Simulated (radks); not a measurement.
Values are calculated unless marked as measured or tabulated.
These are the eigenvalues of the occupied orbitals of an atom or ion with whole-number occupations (Ry). Level of theory: scalar-relativistic Kohn-Sham, PBE, spin-unpolarised, spherical densities, point nucleus (a radial shooting solver on a logarithmic mesh with Libxc functionals).

1s: -1336.529
2s: -207.5025
2p: -187.9366
3s: -53.59617
3p: -47.17269
3d: -36.82241

Which element is it, and in what charge state? The configuration may be excited.

Answer. Z = 40, zirconium, charge +14: Zr14+ in [Ar] 3d8. The list shows which subshells hold electrons but not how many an open one holds; the 1s level, -668.26 hartree, gives Z - s = 36.6 by -(Z - s)^2/2, which with screening and relativity narrows Z to a few neighbours, and the depths of the outer levels then fix element, charge and occupations together.
